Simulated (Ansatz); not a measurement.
The cluster Hf₃O₆⁺. Total charge 1; doublet. Geometry PBE-D4/def2-SVP, that of the neutral singlet; atoms count from 1.

```xyz
9

Hf   -1.6647    1.2775    0.4211
Hf    0.1622   -1.8405    0.9502
Hf    1.1849    0.4500   -1.7132
O    -0.6091   -3.3824    0.4645
O     1.1825   -1.1908   -0.6143
O    -0.5101    1.3376   -1.1894
O    -1.2893   -0.5136    1.1627
O    -1.0058    2.4285    1.6223
O     2.5494    1.4337   -1.1039
```

In the def2 sets Hf takes a core potential; there is no spin–orbit coupling. The structure comes from a short search, and lower isomers may exist.

Problem. Estimate the Mulliken populations from the PBE0/def2-TZVP orbitals of Ansatz.

Solution. 
```json
{"atom": "Hf1", "charge (e)": "1.45", "spin (α − β)": "-0.07", "d electrons": "1.89"}
{"atom": "Hf2", "charge (e)": "1.50", "spin (α − β)": "-0.12", "d electrons": "1.87"}
{"atom": "Hf3", "charge (e)": "1.46", "spin (α − β)": "-0.07", "d electrons": "1.89"}
{"atom": "O4", "charge (e)": "-0.43", "spin (α − β)": "0.45", "d electrons": "–"}
{"atom": "O5", "charge (e)": "-0.67", "spin (α − β)": "0.10", "d electrons": "–"}
{"atom": "O6", "charge (e)": "-0.71", "spin (α − β)": "0.01", "d electrons": "–"}
{"atom": "O7", "charge (e)": "-0.66", "spin (α − β)": "0.10", "d electrons": "–"}
{"atom": "O8", "charge (e)": "-0.47", "spin (α − β)": "0.29", "d electrons": "–"}
{"atom": "O9", "charge (e)": "-0.46", "spin (α − β)": "0.31", "d electrons": "–"}
```
Mulliken values depend strongly on the basis.

Problem. Where does the spin sit?

Solution. Summed by element: Hf -0.26, O 1.26, of 1 unpaired in all. Largest on single atoms: O4 0.45, O9 0.31, O8 0.29.

Problem. And the Mayer bond orders between heavy atoms (over 0.3)?

Solution. Hf1–O6 0.99 (1.98 Å); Hf1–O7 0.98 (1.97 Å); Hf1–O8 1.93 (1.79 Å); Hf2–O4 1.79 (1.79 Å); Hf2–O5 1.02 (1.98 Å); Hf2–O7 1.02 (1.98 Å); Hf3–O5 0.98 (1.97 Å); Hf3–O6 1.00 (1.98 Å); Hf3–O9 1.91 (1.79 Å).
